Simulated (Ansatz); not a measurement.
Relaxation of C₂H₈O₂Si (13 atoms, charge 0, multiplicity 1), to a largest force component of 0.02 eV/Å in at most 50 steps.

These are results of RKS PBE-D4/def2-SVP in Ansatz 0.2.0, not measurements.

```xyz
13
Properties=species:S:1:pos:R:3
O -1.046 1.774 1.104
C -0.847 0.434 0.839
C 0.350 0.303 -0.091
O 0.185 1.111 -1.262
Si 0.905 -1.502 -0.381
H -0.849 2.307 0.270
H -0.673 -0.063 1.806
H -1.703 0.046 0.355
H 1.231 0.822 0.451
H -0.574 0.644 -1.754
H 1.107 -2.186 0.955
H -0.163 -2.184 -1.087
H 2.098 -1.540 -1.188
```

**Question.** Where does it end, and by what steps?

**Answer.** The run converged. After 8 steps the energy has fallen by 0.350 eV; H12 moved furthest, 0.22 Å.

```csv
step,energy less start (eV),largest force component (eV/Å),accepted
0,0.0000,2.281,yes
1,-0.3029,0.602,yes
2,-0.3414,0.172,yes
3,-0.3453,0.046,yes
4,-0.3486,0.109,yes
5,-0.3497,0.054,yes
6,-0.3502,0.036,yes
7,-0.3472,0.169,no
8,-0.3503,0.007,yes
```

```xyz
13
Properties=species:S:1:pos:R:3
O -1.115 1.875 1.049
C -0.813 0.506 0.908
C 0.397 0.319 -0.013
O 0.172 1.049 -1.239
Si 0.885 -1.495 -0.398
H -0.964 2.245 0.153
H -0.604 0.083 1.914
H -1.681 -0.076 0.490
H 1.266 0.827 0.460
H -0.515 0.564 -1.739
H 1.004 -2.325 0.853
H -0.195 -2.079 -1.274
H 2.183 -1.527 -1.152
```

Whether the end is a true minimum wasn't checked by a vibrational analysis.

The run took 12 s on 2 threads of Intel(R) Xeon(R) 6975P-C (Granite Rapids), on a shared host, peak memory 0.16 GiB.
